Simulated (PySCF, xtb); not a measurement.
C5H9F, SMILES C[C@@H]1C(F)[C@H]1C.

Harmonic wavenumbers (cm⁻¹) from GFN2-xTB (xtb 6.7.1) at its own minimum, in rising order: 155, 161, 200, 242, 262, 320, 460, 555, 846, 851, 895, 954, 972, 1046, 1065, 1100, 1111, 1145, 1163, 1168, 1221, 1278, 1306, 1412, 1415, 1463, 1489, 1492, 1494, 1500, 3020, 3021, 3027, 3028, 3035, 3037, 3039, 3050, 3061.

**Question.** What does PySCF 2.14.0 with PBE-D3(BJ)/def2-SVP give at its own minimum? (The exact figures need the calculation; the answer reports its results.)

**Answer.** 171, 183, 199, 238, 261, 320, 452, 569, 783, 797, 846, 925, 936, 1014, 1032, 1073, 1082, 1122, 1140, 1149, 1188, 1270, 1303, 1350, 1354, 1409, 1412, 1414, 1421, 1459, 2963, 2972, 3047, 3050, 3051, 3055, 3066, 3072, 3079. Paired by order, the mean absolute difference is 31 cm⁻¹ and the zero-point energies are 80.1 and 78.9 kcal/mol.
